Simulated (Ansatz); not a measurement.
Input and output for `C1[CH2][Zn][O]1`.

```yaml
crystal:
  periodic: [false, false, false]
  atoms:
    - {symbol: C, position_ang: [0.139814, 0.667096, -0.120565]}
    - {symbol: C, position_ang: [-0.211197, -0.677760, 0.564149]}
    - {symbol: Zn, position_ang: [0.045278, -1.250322, -1.373384]}
    - {symbol: O, position_ang: [0.360782, 0.567181, -1.547153]}
    - {symbol: H, position_ang: [-0.688983, 1.440499, 0.057494]}
    - {symbol: H, position_ang: [1.082435, 1.098165, 0.366987]}
    - {symbol: H, position_ang: [0.504527, -1.085810, 1.195252]}
    - {symbol: H, position_ang: [-1.234435, -0.762559, 0.947898]}
basis:
  gaussian: {orbitals: pcseg-2}
hamiltonian: {xc: {name: wB97X-V}}
output: {forces: true}
```

```sh
$ ansatz run in.yaml --threads 2 --pin off --events-out ev --progress --plain --max-ram 4352MiB
```

Shortened log:

```
Functional definition: wB97X-V
1168 factors; their error is unknown
243 factors; integrals over basis functions are off by at most 8.2e-6 eV
mean field evaluation 1: about -52592.5998 eV, gradient 6.5e1 eV
mean field evaluation 2: about -52586.2061 eV, gradient 9.4e1 eV
mean field evaluation 4: about -52600.4887 eV, gradient 4.5e0 eV
mean field evaluation 8: about -52600.5465 eV, gradient 2.4e-1 eV
mean field evaluation 16: about -52600.6843 eV, gradient 6.4e-3 eV
mean field -52600.68427136 eV, -1933.0394929482 hartree, gradient 1.7e-5 eV, S^2 0.000000; 0 other end points of the search recorded, 0 dependent functions left out
reference -52600.68426922 eV, -1933.0394928695 hartree; 27, 27 occupied and 175, 175 virtual orbitals, 1168 factors
Total energy: -52600.68426922 eV, -1933.0394928695 hartree
Atom 0 at     0.139814     0.667096    -0.120565 Å, force     0.286950     1.983952     0.688470 eV/Å
Atom 1 at    -0.211197    -0.677760     0.564149 Å, force    -1.545803     0.489732    -2.046370 eV/Å
Atom 2 at     0.045278    -1.250322    -1.373384 Å, force    -0.156866    -0.033993     0.311101 eV/Å
Atom 3 at     0.360782     0.567181    -1.547153 Å, force    -0.070187    -0.196425     0.515035 eV/Å
Atom 4 at    -0.688983     1.440499     0.057494 Å, force     0.884378    -1.085842    -0.186145 eV/Å
Atom 5 at     1.082435     1.098165     0.366987 Å, force    -1.017267    -0.578519    -0.582754 eV/Å
Atom 6 at     0.504527    -1.085810     1.195252 Å, force     1.309208    -0.600052     1.341581 eV/Å
Atom 7 at    -1.234435    -0.762559     0.947898 Å, force     0.309587     0.021147    -0.040920 eV/Å
Dipole moment:    -0.100268    -0.762199    -0.032183 e Å
```

Hardware: 2 threads of an Intel Xeon Platinum 8375C on a shared host. Wall time 12 s, peak host memory 0.6 GiB.
